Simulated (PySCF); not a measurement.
## Diatomics of Tl with the halogens

PBE0 with triple-zeta basis sets in PySCF, for the lowest determinant that a PBE0 search found; no spin–orbit coupling. De refers to high-spin ground-configuration atoms. A positive dipole means M(−)Tl(+).

```
 M         basis  state (unpaired electrons)  Re (Å)  ωe (cm⁻¹)  De (eV)  μ (D)
 F    def2-TZVPP      singlet (closed shell)   2.097        473     5.03   4.09
Cl  x2c-TZVPPall      singlet (closed shell)   2.496        285      n/a   4.41
Br  x2c-TZVPPall      singlet (closed shell)   2.636        192     4.07   4.47
 I    cc-pVTZ-PP      singlet (closed shell)   2.849        148     3.57   4.50
```

The shortest bond is that of TlF (2.097 Å), the longest that of TlI (2.849 Å).

The rows differ in basis set, which adds steps of its own.

Relativity is treated differently too: F scalar-relativistic core potentials; Cl spin-free X2C; Br spin-free X2C; I scalar-relativistic core potentials.

De is n/a where a free atom or ion gave no sound limit at this level.

Down a group bonds as a rule get longer and wavenumbers fall, partly through the reduced mass; this series shows no clear exception.

These are scalar-relativistic numbers at best; spin–orbit coupling would shift them, the dissociation energy most.
